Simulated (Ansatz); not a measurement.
The cluster Ba2Se. Total charge 0; singlet. Geometry PBE-D4/def2-TZVP.

```xyz
3

Ba   -1.5735    1.4210   -0.1318
Ba    0.6361   -1.8720   -0.7767
Se    0.9374    0.4510    0.9086
```

In the def2 sets Ba takes a core potential; there is no spin–orbit coupling. The order of the spin states hangs on the level: the triplet lies 0.29 eV below the singlet at BHLYP-D4/def2-TZVP, but 0.48 eV above it at LDA (SPW92)/def2-TZVP. The structure comes from a short search, and lower isomers may exist.

(1) Estimate the orbital energies around the gap (eV) in Ansatz with LDA (SPW92)/def2-TZVP, r2SCAN-D4/def2-TZVPD, PBE0-D4/def2-TZVP, PBE0-D4/def2-TZVPD, BHLYP-D4/def2-TZVP.

## Answers

(1) 
```
orbital  LDA (SPW92)/def2-TZVP  r2SCAN-D4/def2-TZVPD  PBE0-D4/def2-TZVP  PBE0-D4/def2-TZVPD  BHLYP-D4/def2-TZVP
 HOMO−9                 -17.95                -18.81             -19.76              -19.76              -21.29
 HOMO−8                 -17.92                -18.77             -19.72              -19.73              -21.27
 HOMO−7                 -17.92                -18.74             -19.72              -19.72              -21.24
 HOMO−6                 -17.84                -18.65             -19.65              -19.65              -21.19
 HOMO−5                 -17.71                -18.54             -19.52              -19.52              -21.07
 HOMO−4                 -13.77                -14.07             -15.28              -15.29              -16.88
 HOMO−3                  -4.92                 -4.90              -5.64               -5.65               -6.37
 HOMO−2                  -4.85                 -4.82              -5.56               -5.57               -6.28
 HOMO−1                  -4.68                 -4.67              -5.35               -5.36               -6.04
   HOMO                  -3.02                 -2.79              -3.20               -3.20               -3.51
   LUMO                  -2.16                 -1.85              -1.60               -1.61               -1.28
 LUMO+1                  -1.80                 -1.48              -0.98               -0.98               -0.39
 LUMO+2                  -1.71                 -1.32              -0.85               -0.86               -0.37
 LUMO+3                  -1.53                 -1.18              -0.80               -0.80               -0.16
 LUMO+4                  -1.24                 -0.93              -0.65               -0.65               -0.08
 LUMO+5                  -1.19                 -0.88              -0.61               -0.63               -0.06
```
